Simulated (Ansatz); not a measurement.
Method: frozen-core CCSD(T)/cc-pVTZ // PBE0-D3(BJ)/def2-TZVP (Ansatz, a first-principles code). The restricted HF reference is unstable towards unrestricted orbitals.

Ansatz 0.2 input:
```yaml
crystal:
  periodic: [false, false, false]
  atoms:
    - { symbol: C, position_ang: [2.499113, -0.316733, 0.163451] }
    - { symbol: C, position_ang: [1.491591, 0.313601, -0.02839] }
    - { symbol: C, position_ang: [0.324361, 1.083712, -0.260001] }
    - { symbol: C, position_ang: [-0.922771, 0.60845, -0.183092] }
    - { symbol: C, position_ang: [-1.297513, -0.787737, 0.153185] }
    - { symbol: H, position_ang: [3.388941, -0.874997, 0.332796] }
    - { symbol: H, position_ang: [0.482144, 2.127294, -0.515521] }
    - { symbol: H, position_ang: [-1.734751, 1.302091, -0.383581] }
    - { symbol: H, position_ang: [-1.877963, -1.237679, -0.658609] }
    - { symbol: H, position_ang: [-1.935004, -0.812613, 1.042776] }
    - { symbol: H, position_ang: [-0.418146, -1.40539, 0.336985] }
basis:
  gaussian: { orbitals: cc-pVTZ }
correlation:
  method: ccsd_t
```

Output:

```
Functional definition: HF
1326 factors; integrals over basis functions are off by at most 9.4e-4 eV
mean field evaluation 1: about -5243.2666 eV, gradient 3.3e1 eV
mean field evaluation 2: about -5243.6376 eV, gradient 3.3e1 eV
mean field evaluation 4: about -5246.7668 eV, gradient 3.8e0 eV
mean field evaluation 8: about -5246.8138 eV, gradient 2.8e-1 eV
mean field evaluation 16: about -5243.2660 eV, gradient 3.3e1 eV
mean field -5246.81406302 eV, -192.8168603975 hartree, gradient 1.9e-6 eV, S^2 0.000000; 0 other end points of the search recorded, 0 dependent functions left out; unrestricted orbitals would lower it
5 core orbitals not correlated
reference -5246.81406302 eV, -192.8168603975 hartree; 13, 13 occupied and 216, 216 virtual orbitals, 1326 factors
second order -21.73081566 eV of doubles, -0.00000000 eV of singles
cycle   1  -21.87378947 eV  change   -1.4e-1 eV  update   1.1e-1
cycle   2  -22.47412530 eV  change   -6.0e-1 eV  update   3.4e-2
cycle   3  -22.60612500 eV  change   -1.3e-1 eV  update   1.6e-2
cycle   4  -22.60634192 eV  change   -2.2e-4 eV  update   4.8e-3
cycle   5  -22.60839582 eV  change   -2.1e-3 eV  update   2.2e-3
cycle   6  -22.60930226 eV  change   -9.1e-4 eV  update   5.7e-4
cycle   7  -22.60921644 eV  change    8.6e-5 eV  update   2.8e-4
cycle   8  -22.60918715 eV  change    2.9e-5 eV  update   9.9e-5
cycle   9  -22.60919364 eV  change   -6.5e-6 eV  update   4.6e-5
cycle  10  -22.60916634 eV  change    2.7e-5 eV  update   1.3e-5
perturbative correction -1.11740659 eV, -0.0410639349 hartree
Total energy: -5270.54063595 eV, -193.6887958703 hartree
```

Cost: roughly 3 core-minutes.
